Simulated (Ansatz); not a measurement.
A search over several starts for the lowest SCF solution of the cluster Au2Cl⁺ at the given spin, in a small basis.

```yaml
crystal:
  periodic: [false, false, false]
  atoms:
    - {symbol: Au, position_ang: [0.865536, -1.297482, -0.017784]}
    - {symbol: Au, position_ang: [0.323767, 1.525800, 0.000440]}
    - {symbol: Cl, position_ang: [-1.189303, -0.228308, 0.017343]}
basis:
  gaussian: {orbitals: def2-SVP}
total_charge: 1
magnetization: {spin_polarized: true, initial_magnetization: 0}
hamiltonian: {xc: pbe0, dispersion: d4}
output: {orbitals: {seedname: orbitals}}
```

```sh
$ ansatz run in.yaml --threads 2 --pin off --events-out ev --progress --plain --max-ram 4352MiB
```

It prints (some lines left out):

```
Functional definition: PBE0
810 factors; integrals over basis functions are off by at most 3.7e-4 eV
mean field evaluation 1: about -19889.1088 eV, gradient 3.2e1 eV
mean field evaluation 2: about -19886.4996 eV, gradient 4.3e1 eV
mean field evaluation 4: about -19893.4262 eV, gradient 1.6e0 eV
mean field evaluation 8: about -19893.5849 eV, gradient 2.5e-1 eV
mean field evaluation 16: about -19893.5851 eV, gradient 8.1e-5 eV
mean field -19893.58509858 eV, -731.0757680164 hartree, gradient 8.1e-5 eV, S^2 0.000000; 0 other end points of the search recorded, 0 dependent functions left out
reference -19893.58513408 eV, -731.0757693210 hartree; 27, 27 occupied and 55, 55 virtual orbitals, 810 factors
Total energy: -19893.67816853 eV, -731.0791882741 hartree
```

It took 3.4 s on 2 threads of Arm Neoverse V2 on a shared host.

In the def2 sets Au takes a core potential; there is no spin–orbit coupling. The structure comes from a short search, and lower isomers may exist.
